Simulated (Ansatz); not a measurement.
# Worked example: the enthalpy of CH3Br + CH4 → C2H6 + HBr

Species: CH3Br (bromomethane) `CBr`, singlet; CH4 (methane) `C`, singlet; C2H6 (ethane) `CC`, singlet; HBr (hydrogen bromide), singlet. The partners trade Br for CH3: C–Br and H–CH3 bonds give way to C–CH3 and H–Br.

Shapes, held fixed at every level: PBE0-D4/def2-TZVP. Programs: Ansatz 0.2.0. The zero-point and thermal terms to 298 K, harmonic and unscaled (PBE0-D4/def2-TZVP), stand in the table.

At r2SCAN-D4/def2-TZVPP; 1 Eh = 2625.50 kJ/mol:

```
species   energy (Eh)  H(298 K) − E (kJ/mol)  tabulated ΔfH (kJ/mol)
  CH3Br  -2614.039229                  108.4                   -36.4
    CH4    -40.501081                  127.4                   -74.5
   C2H6    -79.800845                  207.7                   -83.8
    HBr  -2574.741466                   24.6                   -35.9
```

Work out the reaction enthalpy at 298 K from the calculation and from the table of heats.


1. Electronic: (-79.800845) + (-2574.741466) − [(-2614.039229) + (-40.501081)] = -0.002001 Eh = -5.3 kJ/mol.
2. Zero-point and thermal: (207.7) + (24.6) − [(108.4) + (127.4)] = -3.5 kJ/mol.
3. Computed ΔH = -8.8 kJ/mol.
4. From the heats of formation (Active Thermochemical Tables): (-83.8) + (-35.9) − [(-36.4) + (-74.5)] = -8.8 kJ/mol.
5. Computed less tabulated: 0.0 kJ/mol. Tabulated heats carry uncertainties of their own.

Relativity is left out for Br.
